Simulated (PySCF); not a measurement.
A calculated (LDA, PySCF 2.14, cc-pVDZ-X2C, the spin-free X2C one-electron Hamiltonian (Gaussian nucleus)) atom or ion has these occupied shells.

| shell | electrons | orbital energy (eV) | rms radius, mean of both spins (bohr) |
| --- | --- | --- | --- |
| 1s α | 1 | -57153.2 | 0.0231 |
| 1s β | 1 | -57153.2 | 0.0231 |
| 2s α | 1 | -9609.7 | 0.0935 |
| 2s β | 1 | -9609.6 | 0.0935 |
| 2p α | 3 | -8526.2 | 0.0843 |
| 2p β | 3 | -8526.1 | 0.0843 |
| 3s α | 1 | -2159.4 | 0.241 |
| 3s β | 1 | -2158.5 | 0.241 |
| 3p α | 3 | -1828.0 | 0.241 |
| 3p β | 3 | -1827.2 | 0.241 |
| 3d α | 5 | -1402.0 | 0.221 |
| 3d β | 5 | -1401.3 | 0.221 |
| 4s α | 1 | -430.68 | 0.541 |
| 4s β | 1 | -428.87 | 0.541 |
| 4p α | 3 | -321.03 | 0.575 |
| 4p β | 3 | -319.25 | 0.575 |
| 4d α | 5 | -171.68 | 0.630 |
| 4d β | 5 | -169.95 | 0.630 |
| 5s α | 1 | -58.769 | 1.33 |
| 5s β | 1 | -57.894 | 1.33 |
| 5p α | 3 | -33.532 | 1.60 |
| 5p β | 3 | -32.832 | 1.60 |
| 4f α | 7 | -10.190 | 0.976 |
| 6s α | 1 | -9.720 | 3.88 |
| 4f β | 5 | -8.626 | 0.976 |

Q: Name the element and its charge.

A: Er+ (erbium, charge +1), in [Xe] 4f12 6s1, one real determinant.
